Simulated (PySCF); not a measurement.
H₃BeFGe, singlet, at a GFN2-xTB geometry (such geometries of metal compounds can be far from the true shape); CASSCF(8,7)/6-31G* in PySCF.

The PySCF input:
```python
from pyscf import gto, scf, mcscf
import numpy

mol = gto.Mole()
mol.atom = '''
    Be   -0.34748178    0.97056370   -0.87185595
    F    -0.64988872    1.96455296   -1.76282013
    Ge    0.19013974   -0.57177422    0.51309672
    H     1.04823141   -1.69910697    0.02173284
    H     0.98657756   -0.19092631    1.72523557
    H    -0.88035517   -1.37642320    1.18674160
'''
mol.basis = '6-31g*'
mol.verbose = 4
mol.build()

mf = scf.RHF(mol)
mf.kernel()
mc = mcscf.CASSCF(mf, 7, 8)
mc.fix_spin_(ss=0.0)
mc.kernel()
occ = numpy.linalg.eigvalsh(mc.fcisolver.make_rdm1(mc.ci, mc.ncas, mc.nelecas))[::-1]
ss = mc.fcisolver.spin_square(mc.ci, mc.ncas, mc.nelecas)[0]
print('natural occupations', occ.round(4), ' <S^2>', round(ss, 4))
```

### Question
Write the output that PySCF gives for this input, abridged.

### Answer

```
PySCF version 2.14.0

[INPUT] verbose = 4
[INPUT] num. atoms = 6
[INPUT] num. electrons = 48
[INPUT] charge = 0
[INPUT] spin (= nelec alpha-beta = 2S) = 0
[INPUT] symmetry False subgroup None
[INPUT] Mole.unit = angstrom
[INPUT] Symbol           X                Y                Z      unit          X                Y                Z       unit  Magmom
[...]
nuclear repulsion = 128.790337771099
number of shells = 30
number of NR pGTOs = 161
number of NR cGTOs = 66
basis = 6-31g*
ecp = {}

******** <class 'pyscf.scf.hf.RHF'> ********
method = RHF
initial guess = minao
damping factor = 0
level_shift factor = 0
DIIS = <class 'pyscf.scf.diis.CDIIS'>
diis_start_cycle = 1
diis_space = 8
diis_damp = 0
SCF conv_tol = 1e-09
SCF conv_tol_grad = None
SCF max_cycles = 50
direct_scf = True
direct_scf_tol = 1e-13
Set gradient conv threshold to 3.16228e-05
Initial guess from minao.
init E= -2190.30524808678
[...]
cycle= 1 E= -2190.87946906838  delta_E= -0.574  |g|= 0.565  |ddm|= 2.03
[...]
cycle= 2 E= -2190.94046011926  delta_E= -0.061  |g|= 0.376  |ddm|= 0.648
[...]
cycle= 3 E= -2190.96226256309  delta_E= -0.0218  |g|= 0.0376  |ddm|= 0.231
[...]
cycle= 4 E= -2190.96322494862  delta_E= -0.000962  |g|= 0.00742  |ddm|= 0.0851
[...]
cycle= 5 E= -2190.96325766391  delta_E= -3.27e-05  |g|= 0.00324  |ddm|= 0.0159
[...]
cycle= 6 E= -2190.96325966523  delta_E= -2e-06  |g|= 0.0007  |ddm|= 0.00304
[...]
cycle= 7 E= -2190.96326001901  delta_E= -3.54e-07  |g|= 9.55e-05  |ddm|= 0.0023
[...]
cycle= 8 E= -2190.9632600267  delta_E= -7.69e-09  |g|= 1.46e-05  |ddm|= 0.000448
[...]
cycle= 9 E= -2190.96326002686  delta_E= -1.52e-10  |g|= 3.64e-06  |ddm|= 5.83e-05
[...]
Extra cycle  E= -2190.96326002687  delta_E= -1e-11  |g|= 1.61e-06  |ddm|= 6.18e-06
converged SCF energy = -2190.96326002687

******** <class 'pyscf.mcscf.mc1step.CASSCF'> ********
CAS (4e+4e, 7o), ncore = 20, nvir = 39
max_cycle_macro = 50
max_cycle_micro = 4
conv_tol = 1e-07
conv_tol_grad = None
orbital rotation max_stepsize = 0.02
orbital rotation threshold for CI restart = 0.01
augmented hessian ah_max_cycle = 30
augmented hessian ah_conv_tol = 1e-12
augmented hessian ah_linear dependence = 1e-14
augmented hessian ah_level shift = 1e-08
augmented hessian ah_start_tol = 2.5
augmented hessian ah_start_cycle = 3
augmented hessian ah_grad_trust_region = 3
kf_trust_region = 3
kf_interval = 4
ci_response_space = 4
ci_grad_trust_region = 3
with_dep4 0
natorb = False
canonicalization = True
sorting_mo_energy = False
ao2mo_level = 2
internal_rotation = False
******** <class 'pyscf.fci.addons.SpinPenaltyFCISolver'> ********
max. cycles = 50
conv_tol = 1e-08
davidson only = True
linear dependence = 1e-12
level shift = 0.001
max iter space = 12
nroots = 1
pspace_size = 400
spin = None
CASCI E = -2190.96922855099  S^2 = 0.0000000
Set conv_tol_grad to 0.000316228
macro iter   1 ( 21 JK    4 micro), CASSCF E = -2190.98300829652  dE = -1.37797455e-02  S^2 = 0.0000000
               |grad[o]|=0.0108  |grad[c]|=0.0209  |ddm|=0.0389  |maxRot[o]|=0.293
macro iter   2 ( 21 JK    4 micro), CASSCF E = -2190.98810613347  dE = -5.09783695e-03  S^2 = 0.0000000
               |grad[o]|=0.0124  |grad[c]|=0.00759  |ddm|=0.0172  |maxRot[o]|=0.272
macro iter   3 ( 12 JK    3 micro), CASSCF E = -2190.98900874659  dE = -9.02613117e-04  S^2 = 0.0000000
               |grad[o]|=0.0076  |grad[c]|=0.00135  |ddm|=0.00987  |maxRot[o]|=0.0973
macro iter   4 ( 12 JK    3 micro), CASSCF E = -2190.98940835029  dE = -3.99603697e-04  S^2 = 0.0000000
               |grad[o]|=0.00518  |grad[c]|=0.0163  |ddm|=0.00996  |maxRot[o]|= 0.12
macro iter   5 ( 17 JK    4 micro), CASSCF E = -2190.98980462890  dE = -3.96278613e-04  S^2 = 0.0000000
               |grad[o]|=0.00379  |grad[c]|=0.0238  |ddm|=0.00898  |maxRot[o]|=0.227
macro iter   6 ( 17 JK    4 micro), CASSCF E = -2190.99027301923  dE = -4.68390326e-04  S^2 = 0.0000000
               |grad[o]|=0.00371  |grad[c]|=0.00813  |ddm|=0.00803  |maxRot[o]|=0.176
macro iter   7 ( 12 JK    3 micro), CASSCF E = -2190.99078231751  dE = -5.09298282e-04  S^2 = 0.0000000
               |grad[o]|=0.00399  |grad[c]|=0.00169  |ddm|=0.0032  |maxRot[o]|=0.149
macro iter   8 ( 12 JK    3 micro), CASSCF E = -2190.99103817570  dE = -2.55858190e-04  S^2 = 0.0000000
               |grad[o]|=0.00399  |grad[c]|=0.000584  |ddm|=0.00419  |maxRot[o]|=0.0701
macro iter   9 ( 12 JK    3 micro), CASSCF E = -2190.99120298062  dE = -1.64804919e-04  S^2 = 0.0000000
               |grad[o]|=0.00372  |grad[c]|=0.0008  |ddm|=0.00344  |maxRot[o]|=0.0653
macro iter  10 ( 12 JK    3 micro), CASSCF E = -2190.99126416296  dE = -6.11823421e-05  S^2 = 0.0000000
               |grad[o]|=0.00363  |grad[c]|=0.00113  |ddm|=0.00241  |maxRot[o]|=0.0602
macro iter  11 ( 21 JK    4 micro), CASSCF E = -2190.99179295576  dE = -5.28792796e-04  S^2 = 0.0000000
               |grad[o]|=0.00353  |grad[c]|=0.00338  |ddm|=0.00128  |maxRot[o]|=0.112
macro iter  12 ( 21 JK    4 micro), CASSCF E = -2190.99215595316  dE = -3.62997401e-04  S^2 = 0.0000000
               |grad[o]|=0.00405  |grad[c]|=0.00386  |ddm|=0.00151  |maxRot[o]|=0.063
macro iter  13 ( 21 JK    4 micro), CASSCF E = -2190.99237609437  dE = -2.20141217e-04  S^2 = 0.0000000
               |grad[o]|=0.00463  |grad[c]|=0.00584  |ddm|=0.00225  |maxRot[o]|=0.106
macro iter  14 ( 21 JK    4 micro), CASSCF E = -2190.99301521982  dE = -6.39125443e-04  S^2 = 0.0000000
               |grad[o]|=0.00569  |grad[c]|=0.00788  |ddm|=0.00419  |maxRot[o]|=0.0403
macro iter  15 ( 21 JK    4 micro), CASSCF E = -2190.99391546330  dE = -9.00243484e-04  S^2 = 0.0000000
               |grad[o]|=0.0061  |grad[c]|=0.00848  |ddm|=0.00478  |maxRot[o]|=0.0651
macro iter  16 ( 21 JK    4 micro), CASSCF E = -2190.99439429740  dE = -4.78834096e-04  S^2 = 0.0000000
               |grad[o]|=0.00588  |grad[c]|=0.00699  |ddm|=0.00274  |maxRot[o]|=0.102
macro iter  17 ( 17 JK    4 micro), CASSCF E = -2190.99487519331  dE = -4.80895912e-04  S^2 = 0.0000000
               |grad[o]|=0.00557  |grad[c]|=0.00737  |ddm|=0.0041  |maxRot[o]|=0.0698
macro iter  18 ( 17 JK    4 micro), CASSCF E = -2190.99427717438  dE =  5.98018933e-04  S^2 = 0.0000000
               |grad[o]|=0.00476  |grad[c]|=0.0142  |ddm|=0.0144  |maxRot[o]|=0.112
macro iter  19 ( 21 JK    4 micro), CASSCF E = -2190.99460083798  dE = -3.23663599e-04  S^2 = 0.0000000
               |grad[o]|=0.00537  |grad[c]|=0.00253  |ddm|=0.00101  |maxRot[o]|=0.0478
macro iter  20 ( 21 JK    4 micro), CASSCF E = -2190.99488325965  dE = -2.82421671e-04  S^2 = 0.0000000
               |grad[o]|=0.00472  |grad[c]|=0.00257  |ddm|=0.00123  |maxRot[o]|=0.0665
macro iter  21 ( 17 JK    4 micro), CASSCF E = -2190.99466664545  dE =  2.16614194e-04  S^2 = 0.0000000
               |grad[o]|=0.00401  |grad[c]|=0.00576  |ddm|=0.00269  |maxRot[o]|=0.0421
macro iter  22 ( 21 JK    4 micro), CASSCF E = -2190.99492641375  dE = -2.59768293e-04  S^2 = 0.0000000
               |grad[o]|=0.004  |grad[c]|=0.00171  |ddm|=0.000683  |maxRot[o]|=0.0505
macro iter  23 ( 21 JK    4 micro), CASSCF E = -2190.99494655338  dE = -2.01396324e-05  S^2 = 0.0000000
               |grad[o]|=0.00364  |grad[c]|=0.00581  |ddm|=0.0022  |maxRot[o]|=0.019
macro iter  24 (  7 JK    2 micro), CASSCF E = -2190.99525216709  dE = -3.05613716e-04  S^2 = 0.0000000
               |grad[o]|=0.00348  |grad[c]|=0.00115  |ddm|=0.003  |maxRot[o]|=0.048
macro iter  25 (  7 JK    2 micro), CASSCF E = -2190.99562245449  dE = -3.70287393e-04  S^2 = 0.0000000
               |grad[o]|=0.00329  |grad[c]|=0.00125  |ddm|=0.00419  |maxRot[o]|=0.0579
macro iter  26 (  7 JK    2 micro), CASSCF E = -2190.99605417037  dE = -4.31715885e-04  S^2 = 0.0000000
               |grad[o]|=0.00325  |grad[c]|=0.00136  |ddm|=0.0054  |maxRot[o]|=0.0636
macro iter  27 (  7 JK    2 micro), CASSCF E = -2190.99653953841  dE = -4.85368037e-04  S^2 = 0.0000000
               |grad[o]|=0.00344  |grad[c]|=0.00206  |ddm|=0.00642  |maxRot[o]|=0.0667
macro iter  28 (  7 JK    2 micro), CASSCF E = -2190.99708780554  dE = -5.48267132e-04  S^2 = 0.0000000
               |grad[o]|=0.00383  |grad[c]|=0.00344  |ddm|=0.00731  |maxRot[o]|=0.0683
macro iter  29 (  7 JK    2 micro), CASSCF E = -2190.99775705298  dE = -6.69247434e-04  S^2 = 0.0000000
               |grad[o]|=0.00439  |grad[c]|=0.00524  |ddm|=0.00835  |maxRot[o]|=0.0691
macro iter  30 (  7 JK    2 micro), CASSCF E = -2190.99881131093  dE = -1.05425796e-03  S^2 = 0.0000000
               |grad[o]|=0.00518  |grad[c]|=0.00764  |ddm|=0.0102  |maxRot[o]|=0.0695
macro iter  31 ( 21 JK    4 micro), CASSCF E = -2191.00690176675  dE = -8.09045582e-03  S^2 = 0.0000000
               |grad[o]|=0.0066  |grad[c]|=0.0313  |ddm|=0.0214  |maxRot[o]|= 0.28
macro iter  32 ( 15 JK    4 micro), CASSCF E = -2191.00700509150  dE = -1.03324749e-04  S^2 = 0.0000000
               |grad[o]|=0.00915  |grad[c]|=0.0562  |ddm|=0.0167  |maxRot[o]|=0.138
macro iter  33 (  7 JK    2 micro), CASSCF E = -2191.00749806388  dE = -4.92972387e-04  S^2 = 0.0000000
               |grad[o]|=0.00642  |grad[c]|=0.00415  |ddm|=0.00549  |maxRot[o]|=0.0665
macro iter  34 (  7 JK    2 micro), CASSCF E = -2191.00773145663  dE = -2.33392748e-04  S^2 = 0.0000000
               |grad[o]|=0.00358  |grad[c]|=0.0118  |ddm|=0.00468  |maxRot[o]|=0.0697
macro iter  35 (  5 JK    2 micro), CASSCF E = -2191.00775839829  dE = -2.69416569e-05  S^2 = 0.0000000
               |grad[o]|=0.00119  |grad[c]|=0.00245  |ddm|=0.000616  |maxRot[o]|=0.027
macro iter  36 ( 14 JK    4 micro), CASSCF E = -2191.00775114339  dE =  7.25489508e-06  S^2 = 0.0000000
               |grad[o]|=0.000325  |grad[c]|=0.000913  |ddm|=0.000305  |maxRot[o]|=0.0281
macro iter  37 (  7 JK    2 micro), CASSCF E = -2191.00775878329  dE = -7.63990010e-06  S^2 = 0.0000000
               |grad[o]|=0.000356  |grad[c]|=0.000589  |ddm|=0.000158  |maxRot[o]|=0.021
macro iter  38 (  3 JK    1 micro), CASSCF E = -2191.00776010635  dE = -1.32305422e-06  S^2 = 0.0000000
               |grad[o]|=0.000135  |grad[c]|=0.000242  |ddm|=4.94e-05  |maxRot[o]|=0.011
macro iter  39 (  3 JK    1 micro), CASSCF E = -2191.00776016213  dE = -5.57779458e-08  S^2 = 0.0000000
               |grad[o]|=3.47e-05  |grad[c]|=7.01e-05  |ddm|=2.85e-05  |maxRot[o]|=0.00254
1-step CASSCF converged in  39 macro (540 JK 122 micro) steps
CASSCF canonicalization
Density matrix diagonal elements [1.9878125  1.97358009 1.97366116 1.9948391  0.02394891 0.02393491
 0.02222334]
CASSCF energy = -2191.00776016213
CASCI E = -2191.00776016213  E(CI) = -12.7235644903931  S^2 = 0.0000000
natural occupations [1.9983 1.9844 1.9739 1.9739 0.0237 0.0237 0.0222]  <S^2> 0.0
```
